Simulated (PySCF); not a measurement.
# Correlation energy of Nb²⁺ (niobium, charge +2)

[Kr] 4d2 5s1, high-spin 4F determinant (an excited configuration). Computed with PySCF 2.14 in def2-TZVPPD with the def2 core potential (28 electrons) (6s4p3d2f1g, 56 functions), with scalar relativity through the core potential. Frozen: 4s2 4p6; 3 electrons correlated.

```tsv
level	correlation energy (mhartree)
CCSD	-15.09
(T)	-0.09
CCSD(T)	-15.18
```

Diagnostics: T1 = 0.0028, D1 = 0.0061, largest double amplitude 0.029.

Cost of the coupled-cluster step: of the order of 1.1 core-seconds, for 3 correlated electrons.
